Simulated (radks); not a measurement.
Q: These are the eigenvalues of the occupied orbitals of an atom or ion with whole-number occupations (eV). All-electron calculation, scalar-relativistic Kohn-Sham, LB94 model potential, spin-polarised, spherical densities, finite nucleus; Fermi nuclear charge, rms radius of each element as measured or else 0.836 A^(1/3) + 0.57 fm. Program: a radial shooting solver on a logarithmic mesh with Libxc functionals.

| orbital | eigenvalue |
|---|---|
| 1s up | -5225.542 |
| 1s down | -5224.577 |
| 2s down | -831.5140 |
| 2s up | -831.2604 |
| 2p down | -741.5084 |
| 2p up | -741.3317 |
| 3s up | -294.5553 |

Which element is it, and in what charge state? The configuration may be excited. Open shells, if any, are filled with parallel spins first.

A: Z = 22, titanium, charge +11: Ti11+ in [Ne] 3s1. The list shows which subshells hold electrons but not how many an open one holds; the 1s level, -192.04 hartree, gives Z - s = 19.6 by -(Z - s)^2/2, which with screening and relativity narrows Z to a few neighbours, and the depths of the outer levels then fix element, charge and occupations together.
